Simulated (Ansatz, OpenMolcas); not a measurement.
## Worked example: the enthalpy of formation of CH3Cl3Si (methyltrichlorosilane)

CH3Cl3Si has 8 atoms, charge 0, and is taken as a singlet. As SMILES, `C[Si](Cl)(Cl)Cl`. The shape is that of a PBE0-D4/def2-TZVP optimisation.

Total energies at M06-L/cc-pVDZ (OpenMolcas 26.06); the atoms run unrestricted:

```tsv
species	state	energy (Eh)
CH3Cl3Si	singlet	-1710.173732
C	triplet	-37.841814
Si	triplet	-289.355538
Cl	doublet	-460.134886
H	doublet	-0.501666
```

Harmonic wavenumbers at PBE0-D4/def2-TZVP, in cm⁻¹: 153, 153, 169, 216, 217, 232, 451, 584, 584, 765, 812, 812, 1282, 1439, 1439, 3059, 3154, 3154.

Measured heats of formation of the gaseous atoms at 298.15 K, in kJ/mol: C 716.9, Si 450.0, Cl 121.3, H 218.0. Spin-orbit lowering of the atoms at 298 K (mean of the ground term's levels less their thermal mean, from spectra), in kJ/mol: C 0.02, Si 0.44, Cl 3.44. Take 1 Eh = 2625.50 kJ/mol, 1 cm⁻¹ = 0.0119627 kJ/mol, RT = 2.479 kJ/mol.

Q: What heat of formation follows?

A: 
1. Electronic atomisation energy: (-37.841814) + (-289.355538) + 3 × (-460.134886) + 3 × (-0.501666) − (-1710.173732) = 1.066724 Eh = 2800.7 kJ/mol.
2. Zero-point energy: half the sum of the wavenumbers, 9337.5 cm⁻¹ = 111.7 kJ/mol.
3. Thermal vibrational enthalpy, Σ hcν̃/(exp(hcν̃/kT) − 1): 11.4 kJ/mol. Translation, rotation and pV of a non-linear molecule: 4 RT = 9.9 kJ/mol.
4. The 8 free atoms carry 5/2 RT each: 49.6 kJ/mol.
5. Spin-orbit coupling lowers the free atoms by 0.02 + 0.44 + 3 × 3.44 = 10.8 kJ/mol.
6. Atomisation enthalpy at 298 K: 2800.7 − 10.8 − 111.7 − 11.4 − 9.9 + 49.6 = 2706.5 kJ/mol.
7. Sum of the atoms' heats of formation: 2184.8 kJ/mol. Heat of formation: 2184.8 − 2706.5 = -521.7 kJ/mol.

The tabulated value is -528.9 kJ/mol (NIST-JANAF tables; in doubt: it may be an older value or an estimate), so this level is off by +7.2 kJ/mol, or 0.3 % of the atomisation enthalpy that the table implies (2713.6 kJ/mol). So close a hit in a small basis owes something to errors that cancel. Anharmonicity and any spin-orbit splitting of the molecule are left out.
